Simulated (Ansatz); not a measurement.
Question: Name a neutral molecule of C, F, O, Si and H with HOMO energy (B3LYP/def2-TZVPP) between -8.80 and -8.50 eV and size of the dipole moment (PBE/def2-TZVPP) between 0.05 and 0.35 D (Ansatz, PBE0-D4/def2-TZVP geometry).

Answer: `FCOC(F)[SiH3]` (-8.51 eV, 0.17 D). Other molecules can fit too; these were computed, each in one conformer that needn't be the lowest.

B3LYP here is the variant with VWN-RPA as its local correlation; programs differ in this.
